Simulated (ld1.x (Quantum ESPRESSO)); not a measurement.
Scattering properties, TM potential for Li (Z = 3)

```json
{"Element": "lithium (Li)", "Generator": "ld1.x (Quantum ESPRESSO) 7.5", "Type": "norm-conserving Troullier–Martins (Kleinman–Bylander form)", "Functional": "LDA (PZ)", "Relativity": "scalar-relativistic", "Frozen core": "[He]", "Valence charge": "1", "Reference configuration": "2s1 2p0", "Partial waves": "2s (bound): rc 2.30 bohr; 2p (bound, empty): rc 4.20 bohr", "Local potential": "the p channel", "Core correction": "Bessel-smoothed model core inside 1.90 bohr"}
```

The phase is arctan(r·u′/u) with u = r·R(r), unwrapped; energies in Ry, scanned from -2 to 5 Ry. A pole is an energy at which the radial function vanishes at the test radius. The pseudo phase is shifted by a multiple of π to meet the all-electron one at the reference energy, and phase errors are pseudo minus all-electron; the curves can meet again beyond the range given. Levels narrower than the energy grid can be missing from the lists of poles.

```csv
channel,radius (bohr),reference energy (Ry),"poles, all-electron","poles, pseudo",unbroken range about the reference energy with phases within 0.05 rad,phase error 1 Ry above the reference energy (rad)
s,4.57,-0.21,"0.07, 1.96, 4.96","0.07, 1.73, 3.50",below 0.9,+0.001
p,4.57,-0.08,"0.23, 1.80, 4.39","0.24, 2.05, 4.89",below 0.6,+0.747
```

Phases in the s channel:

```
E (Ry)  all-electron  pseudo
 -2.00         1.404   1.405
 -1.76         1.391   1.391
 -1.52         1.374   1.375
 -1.28         1.351   1.351
 -1.04         1.317   1.317
 -0.80         1.258   1.259
 -0.56         1.124   1.125
 -0.32         0.395   0.396
 -0.08        -1.371  -1.370
  0.16        -1.645  -1.643
  0.40        -1.799  -1.794
  0.64        -2.059  -2.049
  0.88        -3.171  -3.212
  1.12        -4.292  -4.338
  1.36        -4.533  -4.570
  1.60        -4.631  -4.673
  1.84        -4.690  -4.748
  2.08        -4.735  -4.839
  2.32        -4.778  -5.075
  2.56        -4.828  -7.060
  2.80        -4.905  -7.656
  3.04        -5.075  -7.766
  3.28        -5.868  -7.819
  3.52        -7.342  -7.857
  3.76        -7.626  -7.889
  4.00        -7.723  -7.924
  4.24        -7.774  -7.969
  4.48        -7.807  -8.043
  4.72        -7.832  -8.229
  4.96        -7.854  -9.297
```
